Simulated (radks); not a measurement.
Isoelectronic series with 3 electrons, all held in the configuration [He] 2s1, which need not be the ground one along the series. Method: non-relativistic Kohn-Sham, BLYP, spin-polarised, spherical densities, point nucleus; open shells are filled with parallel spins first; computed with a radial shooting solver on a logarithmic mesh with Libxc functionals. Total energies (hartree) and screening constants sigma, defined by e = -(Z - sigma)^2 / (2 n^2) hartree:

| ion | E (hartree) | 2s up | 1s down | 1s up |
|---|---|---|---|---|
| Li | -7.48267 | 2.056 | 1.050 | 1.046 |
| C3+ | -34.78354 | 1.886 | 1.063 | 1.056 |
| F6+ | -82.33552 | 1.855 | 1.065 | 1.057 |
| Mg9+ | -150.13593 | 1.841 | 1.065 | 1.057 |
| P12+ | -238.18541 | 1.834 | 1.066 | 1.057 |
| Ar15+ | -346.48433 | 1.830 | 1.066 | 1.057 |
| Sc18+ | -475.03290 | 1.827 | 1.066 | 1.057 |
| Cr21+ | -623.83123 | 1.824 | 1.066 | 1.057 |
| Co24+ | -792.87939 | 1.823 | 1.066 | 1.057 |
